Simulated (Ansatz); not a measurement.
The same molecule with X = B, Al, In. Ansatz, PBE0-D4/def2-TZVP geometries, multiplicity 1. Each molecule was computed in one conformer, which needn't be the lowest.

Elements past krypton have def2 core potentials.

```csv
X,molecule,mean X–F bond length / Å,mean X–O bond length / Å,mean X–S bond length / Å,LUMO energy (B3LYP/def2-TZVPP) / eV,HOMO energy (B3LYP/def2-TZVPP) / eV,HOMO–LUMO gap (PBE0/def2-TZVPP) / eV
Al,`[F][Al]([SH])[O][SiH3]`,1.640,1.666,2.159,-1.22,-7.81,7.14
In,`[F][In]([SH])[O][SiH3]`,1.944,1.954,2.341,-2.72,-8.10,5.95
```

Q: Give the row for X = B, `FB(S)O[SiH3]`. (Best estimate.)

A: Computed: 
| X | molecule | mean X–F bond length / Å | mean X–O bond length / Å | mean X–S bond length / Å | LUMO energy (B3LYP/def2-TZVPP) / eV | HOMO energy (B3LYP/def2-TZVPP) / eV | HOMO–LUMO gap (PBE0/def2-TZVPP) / eV |
| --- | --- | --- | --- | --- | --- | --- | --- |
| B | `FB(S)O[SiH3]` | 1.328 | 1.343 | 1.819 | -0.46 | -7.74 | 7.77 |

From B to In the mean X–F bond length rises at each step, by 0.616 Å in all; the mean X–O bond length rises at each step, by 0.611 Å in all; the mean X–S bond length rises at each step, by 0.522 Å in all; the LUMO energy (B3LYP/def2-TZVPP) falls at each step, by 2.26 eV in all; the HOMO energy (B3LYP/def2-TZVPP) falls at each step, by 0.36 eV in all; the HOMO–LUMO gap (PBE0/def2-TZVPP) falls at each step, by 1.82 eV in all. Bonds lengthen as the atom grows down the group.

B3LYP here is the variant with VWN-RPA as its local correlation; programs differ in this.
